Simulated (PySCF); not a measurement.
PySCF input (M06-2X/def2-TZVPD):

```python
from pyscf import gto, scf, dft

mol = gto.M(
    atom='''
    Cl   -0.34907804   -0.66587059    2.21787998
    Si   -0.41024309   -0.59391530    0.15933548
    Br    1.66352103   -0.77516888   -0.65186621
    Br   -1.32987161    1.33615785   -0.48912397
    ''',
    basis='def2-tzvpd',
    charge=0,
    spin=1,
    verbose=4,
)

mf = dft.UKS(mol, xc='m062x').density_fit(auxbasis='def2-universal-jkfit')
mf.grids.level = 4
mf.conv_tol = 1e-9
mf.max_cycle = 100
mf.max_memory = 1500
mf.kernel()
if not mf.converged:
    mf = mf.newton()
    mf.kernel(mf.make_rdm1())
for _ in range(2):
    mo, _, stable, _ = mf.stability(return_status=True)
    if stable:
        break
    mf.kernel(mf.make_rdm1(mo, mf.mo_occ))
mf.analyze()
```

Output:

```
PySCF version 2.14.0

[INPUT] verbose = 4
[INPUT] num. atoms = 4
[INPUT] num. electrons = 101
[INPUT] charge = 0
[INPUT] spin (= nelec alpha-beta = 2S) = 1
[INPUT] symmetry False subgroup None
[INPUT] Mole.unit = angstrom
[INPUT] Symbol           X                Y                Z      unit          X                Y                Z       unit  Magmom
[INPUT]  1 Cl    -0.349078040000  -0.665870590000   2.217879980000 AA   -0.659661891700  -1.258313049503   4.191185739356 Bohr   0.0
[INPUT]  2 Si    -0.410243090000  -0.593915300000   0.159335480000 AA   -0.775247084595  -1.122337258189   0.301100419126 Bohr   0.0
[INPUT]  3 Br     1.663521030000  -0.775168880000  -0.651866210000 AA    3.143599149154  -1.464856883486  -1.231848606758 Bohr   0.0
[INPUT]  4 Br    -1.329871610000   1.336157850000  -0.489123970000 AA   -2.513093123734   2.524972395688  -0.924310344260 Bohr   0.0

nuclear repulsion = 649.600341039847
number of shells = 69
number of NR pGTOs = 365
number of NR cGTOs = 203
basis = def2-tzvpd
ecp = {}

******** <class 'pyscf.df.df_jk.DFUKS'> ********
method = DFUKS
initial guess = minao
damping factor = 0
level_shift factor = 0
DIIS = <class 'pyscf.scf.diis.CDIIS'>
diis_start_cycle = 1
diis_space = 8
diis_damp = 0
SCF conv_tol = 1e-09
SCF conv_tol_grad = None
SCF max_cycles = 100
direct_scf = False
number electrons alpha = 51  beta = 50
XC library pyscf.dft.libxc version 7.1.2
    S. Lehtola, C. Steigemann, M. J. T. Oliveira, and M. A. L. Marques,  SoftwareX 7, 1–5 (2018)
XC functionals = m062x
    Y. Zhao and D. G. Truhlar,  Theor. Chem. Acc. 120, 215 (2008)
    Y. Zhao and D. G. Truhlar,  Theor. Chem. Acc. 120, 215 (2008)
radial grids:
    Treutler-Ahlrichs [JCP 102, 346 (1995); DOI:10.1063/1.469408] (M4) radial grids

becke partition: Becke, JCP 88, 2547 (1988); DOI:10.1063/1.454033
pruning grids: <function nwchem_prune>
grids dens level: 4
symmetrized grids: False
atomic radii adjust function: <function treutler_atomic_radii_adjust>
small_rho_cutoff = 0
Set gradient conv threshold to 3.16228e-05
tot grids = 117984
******** <class 'pyscf.df.df.DF'> ********
auxbasis = def2-universal-jkfit
init E= -5896.396696814
  alpha nocc = 51  HOMO = -0.185545991120129  LUMO = -0.0268151130409358
  beta  nocc = 50  HOMO = -0.352437469047945  LUMO = -0.185545991120129

WARN: HOMO -0.185545991120129 >= LUMO -0.185545991120129

[...]
  beta  nocc = 50  HOMO = -0.365912535476016  LUMO = -0.113714935620116
  HOMO = -0.293941905076  LUMO = -0.11371493562  gap/eV = 4.90423
Extra cycle  E= -5898.17794734744  delta_E= -1.55e-11  |g|= 3.93e-06  |ddm|= 1.23e-05
converged SCF energy = -5898.17794734744  <S^2> = 0.75322981  2S+1 = 2.0032272
uhf_internal: lowest eigs of H = [0.28699141 0.30542417 0.31847002]
<class 'pyscf.df.df_jk.DFUKS'> wavefunction is stable in the internal stability analysis
**** SCF Summaries ****
Total Energy =                       -5898.177947347444388
Nuclear Repulsion Energy =             649.600341039847422
One-electron Energy =                -9498.078475602555045
Two-electron Energy =                 2950.300187215264032
Two-electron Coulomb Energy =         3182.334770883754118
DFT Exchange-Correlation Energy =     -232.034583668490086
HOMO-LUMO gap [eV] =                     4.904225637075419
**** MO energy ****
                             alpha | beta                alpha | beta
MO #1   energy= -485.394227658846  | -485.393678471384  occ= 1 | 1
MO #2   energy= -485.394225110789  | -485.393675867797  occ= 1 | 1
MO #3   energy= -102.664076947041  | -102.662836520366  occ= 1 | 1
MO #4   energy= -67.1367009962015  | -67.1313313589203  occ= 1 | 1
MO #5   energy= -63.3789985377076  | -63.3787202730864  occ= 1 | 1
MO #6   energy= -63.3789960854109  | -63.3787177155395  occ= 1 | 1
MO #7   energy= -57.1981321105177  | -57.1973444944822  occ= 1 | 1
MO #8   energy= -57.1981257789508  | -57.1973382499277  occ= 1 | 1
MO #9   energy= -57.1964395684362  | -57.1961316850257  occ= 1 | 1
MO #10  energy= -57.1964370004503  | -57.1961269067594  occ= 1 | 1
MO #11  energy= -57.1962356309755  | -57.1960397327688  occ= 1 | 1
MO #12  energy= -57.1962312422181  | -57.1960372657701  occ= 1 | 1
MO #13  energy= -9.8274797177512   | -9.82702773869631  occ= 1 | 1
MO #14  energy= -9.04499565641267  | -9.04427348153493  occ= 1 | 1
MO #15  energy= -9.04499247902136  | -9.04426948945784  occ= 1 | 1
MO #16  energy= -7.54892241950005  | -7.54674163599769  occ= 1 | 1
MO #17  energy= -7.54529826030047  | -7.54443105184007  occ= 1 | 1
MO #18  energy= -7.54473328370087  | -7.5438677598749   occ= 1 | 1
MO #19  energy= -6.86741168188312  | -6.86578806559373  occ= 1 | 1
MO #20  energy= -6.86740979327145  | -6.8657859208503   occ= 1 | 1
MO #21  energy= -6.86144529371001  | -6.8606693829233   occ= 1 | 1
MO #22  energy= -6.86144365158041  | -6.86066708147949  occ= 1 | 1
MO #23  energy= -6.86086643770338  | -6.86062832953118  occ= 1 | 1
MO #24  energy= -6.86086372127365  | -6.86062630012807  occ= 1 | 1
MO #25  energy= -5.66500051917371  | -5.6599672310752   occ= 1 | 1
MO #26  energy= -3.97709380108179  | -3.97116990157096  occ= 1 | 1
MO #27  energy= -3.97319418739598  | -3.97108632408751  occ= 1 | 1
MO #28  energy= -3.97311544472886  | -3.96669493673812  occ= 1 | 1
MO #29  energy= -2.90076144536623  | -2.89993834000808  occ= 1 | 1
MO #30  energy= -2.90075941069874  | -2.89992912348921  occ= 1 | 1
MO #31  energy= -2.89880655337536  | -2.89796238015704  occ= 1 | 1
MO #32  energy= -2.89880360416833  | -2.89795554964218  occ= 1 | 1
MO #33  energy= -2.89838602461179  | -2.89778176602469  occ= 1 | 1
MO #34  energy= -2.89838173440968  | -2.897773702857    occ= 1 | 1
MO #35  energy= -2.89312544897793  | -2.89282352140267  occ= 1 | 1
MO #36  energy= -2.89312092017281  | -2.8928196640217   occ= 1 | 1
MO #37  energy= -2.8931154629416   | -2.89281840352719  occ= 1 | 1
MO #38  energy= -2.89311202858572  | -2.89281545556506  occ= 1 | 1
MO #39  energy= -0.95485681011283  | -0.948074846307012 occ= 1 | 1
MO #40  energy= -0.893120726137759 | -0.885544430671129 occ= 1 | 1
MO #41  energy= -0.876158307601598 | -0.869160578610096 occ= 1 | 1
MO #42  energy= -0.605503268670748 | -0.580415851790427 occ= 1 | 1
MO #43  energy= -0.484720920786337 | -0.472673955514956 occ= 1 | 1
MO #44  energy= -0.472912433750276 | -0.463421923731269 occ= 1 | 1
MO #45  energy= -0.448904333175524 | -0.433812546509907 occ= 1 | 1
MO #46  energy= -0.415865517442888 | -0.408929075351009 occ= 1 | 1
MO #47  energy= -0.404418365686594 | -0.396182419057655 occ= 1 | 1
MO #48  energy= -0.387148114490791 | -0.384347144751557 occ= 1 | 1
MO #49  energy= -0.378691708694715 | -0.374531847634747 occ= 1 | 1
MO #50  energy= -0.367932635248842 | -0.365912535476016 occ= 1 | 1
MO #51  energy= -0.293941905075876 | -0.113714935620116 occ= 1 | 0
MO #52  energy= -0.0114676669538233 | -0.0157191062038186 occ= 0 | 0
MO #53  energy= 0.00348583668844867 | 0.0080190985174923 occ= 0 | 0
MO #54  energy= 0.00559818532835131 | 0.0112017888623663 occ= 0 | 0
MO #55  energy= 0.010991746554601  | 0.0147782075791125 occ= 0 | 0
MO #56  energy= 0.026443930632797  | 0.0240299701446918 occ= 0 | 0
MO #57  energy= 0.0269753075234022 | 0.0354004683787701 occ= 0 | 0
MO #58  energy= 0.0274244957901807 | 0.0376309346067187 occ= 0 | 0
MO #59  energy= 0.0440412338820456 | 0.0450249733260507 occ= 0 | 0
MO #60  energy= 0.0456682363524675 | 0.0481101528102383 occ= 0 | 0
MO #61  energy= 0.0473140733962891 | 0.0515252574018902 occ= 0 | 0
MO #62  energy= 0.0573681740846935 | 0.0571249381174859 occ= 0 | 0
MO #63  energy= 0.0632127889731185 | 0.0624260246030059 occ= 0 | 0
MO #64  energy= 0.0791103098650147 | 0.0810353963762963 occ= 0 | 0
MO #65  energy= 0.107867655962522  | 0.0996636940888071 occ= 0 | 0
MO #66  energy= 0.124798553598034  | 0.116124386793369  occ= 0 | 0
MO #67  energy= 0.132161392140122  | 0.119491249771707  occ= 0 | 0
MO #68  energy= 0.133874481031217  | 0.133419094697278  occ= 0 | 0
MO #69  energy= 0.141409146393549  | 0.140514161730934  occ= 0 | 0
MO #70  energy= 0.155791432101761  | 0.156005974112834  occ= 0 | 0
MO #71  energy= 0.158870345941177  | 0.159086862223833  occ= 0 | 0
MO #72  energy= 0.163428283606475  | 0.160190391153943  occ= 0 | 0
MO #73  energy= 0.182192677880823  | 0.17302009761041   occ= 0 | 0
MO #74  energy= 0.19004286420045   | 0.178921206379204  occ= 0 | 0
MO #75  energy= 0.202494494554536  | 0.186076929931556  occ= 0 | 0
MO #76  energy= 0.202597282659598  | 0.201413395419622  occ= 0 | 0
MO #77  energy= 0.210241466358323  | 0.207253697651484  occ= 0 | 0
MO #78  energy= 0.212423073951786  | 0.209991356694089  occ= 0 | 0
MO #79  energy= 0.219461362550069  | 0.211065413980461  occ= 0 | 0
MO #80  energy= 0.231482932286759  | 0.222028102795707  occ= 0 | 0
MO #81  energy= 0.236170772250464  | 0.226072674479764  occ= 0 | 0
MO #82  energy= 0.250263123600604  | 0.2372170503578    occ= 0 | 0
MO #83  energy= 0.250554628463977  | 0.246466642553829  occ= 0 | 0
MO #84  energy= 0.254485252664802  | 0.253278179261412  occ= 0 | 0
MO #85  energy= 0.260908627450283  | 0.253537627887188  occ= 0 | 0
MO #86  energy= 0.278487593276889  | 0.274484619182687  occ= 0 | 0
MO #87  energy= 0.279385708914288  | 0.278957529065252  occ= 0 | 0
MO #88  energy= 0.311010497189777  | 0.306812821525948  occ= 0 | 0
MO #89  energy= 0.349447436473951  | 0.339563459440425  occ= 0 | 0
MO #90  energy= 0.349765406618344  | 0.34569839509628   occ= 0 | 0
MO #91  energy= 0.373188787999045  | 0.375443681901287  occ= 0 | 0
MO #92  energy= 0.378412266951369  | 0.377159795705888  occ= 0 | 0
MO #93  energy= 0.401147289429213  | 0.407318039460868  occ= 0 | 0
MO #94  energy= 0.425645113154463  | 0.426824658371738  occ= 0 | 0
MO #95  energy= 0.429880056679711  | 0.434561087551248  occ= 0 | 0
MO #96  energy= 0.446268782223929  | 0.443049767917361  occ= 0 | 0
MO #97  energy= 0.470868138550057  | 0.462891332816727  occ= 0 | 0
MO #98  energy= 0.472645076038327  | 0.470239759368729  occ= 0 | 0
MO #99  energy= 0.48317342000833   | 0.481876612707459  occ= 0 | 0
MO #100 energy= 0.490458820472388  | 0.485709896778436  occ= 0 | 0
MO #101 energy= 0.492148277864056  | 0.492855365183933  occ= 0 | 0
MO #102 energy= 0.499714945456696  | 0.502729444495986  occ= 0 | 0
MO #103 energy= 0.512216818678362  | 0.512698849381496  occ= 0 | 0
MO #104 energy= 0.516643028454819  | 0.51342451561064   occ= 0 | 0
[...]
```

It need not be the lowest isomer of its formula.
